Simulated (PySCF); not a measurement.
Choosing a molecule for a target property.

All species are isolated and taken at one optimised geometry, non-relativistic unless stated; the electronic structure was computed with PySCF and density fitting.

The conformers computed, where there is a choice (atom-mapped SMILES and torsion angles):
- `[CH2:1]=[CH:2][CH2:3][As@H+:4]([AlH3-:5])[CH2:6][CH3:7]`: C1–C2–C3–As4 -113°, C2–C3–As4–Al5 -64°, C3–As4–C6–C7 -174°

Question: Wanted: dipole moment below 5.6 D (PBE0/def2-SVPD) and vertical ionisation energy above 9.7 eV (ΔSCF PBE0/def2-SVPD), at PBE0-D3(BJ)/def2-SVP geometries. Which candidate meets both?
A. `CN1C=NN=C1`
B. `C=CC[As@H+]([AlH3-])CC`
C. `Cn1cncn1`
D. `C1CN[SiH2]C1`

Answer: C. Computed values:
| species | dipole moment | vertical ionisation energy |
| --- | --- | --- |
| C1CN[SiH2]C1 | 0.95 D | 8.55 eV |
| Cn1cncn1 | 3.33 D | 9.89 eV |
| C=CC[As@H+]([AlH3-])CC | 5.05 D | 9.18 eV |
| CN1C=NN=C1 | 6.23 D | 9.48 eV |
